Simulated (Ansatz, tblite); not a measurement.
Adding an electron: the cluster GeC2⁺. The state is a doublet with charge 1. Geometry: r2SCAN-D4/def2-TZVP. Ansatz, gas phase; energy differences of separate SCF runs; the reduced species is a singlet (the triplet lies 1.51 eV higher at PBE0-D4/def2-TZVP).

```xyz
3

Ge   -1.462   -0.733   -0.212
C     0.187    0.088    0.026
C     1.276    0.645    0.186
```

The xTB rows come from tblite. Another isomer (doublet) lies 0.02 eV lower at PBE-D4/def2-TZVP.

| level | −HOMO (eV) | −LUMO (eV) | vertical EA (eV) | HOMO–LUMO gap (eV) | remarks |
| --- | --- | --- | --- | --- | --- |
| GFN1-xTB | – | – | 13.15 | – | – |
| PBE-D4/def2-TZVP | 13.86 | 12.11 | 9.15 | 1.75 | – |
| r2SCAN-D4/def2-TZVP | 14.06 | 11.18 | 9.08 | 2.88 | spin-contaminated (⟨S²⟩ 0.83) (+1 doublet) |

**Question.** Estimate the rows for GFN2-xTB, PBE0-D4/def2-TZVP.

**Answer.** 
| level | −HOMO (eV) | −LUMO (eV) | vertical EA (eV) | HOMO–LUMO gap (eV) |
| --- | --- | --- | --- | --- |
| GFN2-xTB | – | – | 13.76 | – |
| PBE0-D4/def2-TZVP | 14.89 | 10.59 | 9.11 | 4.31 |

  HOMO and LUMO are the levels of the spin that leaves or enters (xTB has no such levels and no spin-polarisation term). Other spin states of the ions may lie lower, which would lower the ionisation energy or raise the affinity. Raw xTB energy differences between charge states are shifted by several eV; the methods need an empirical correction for them.
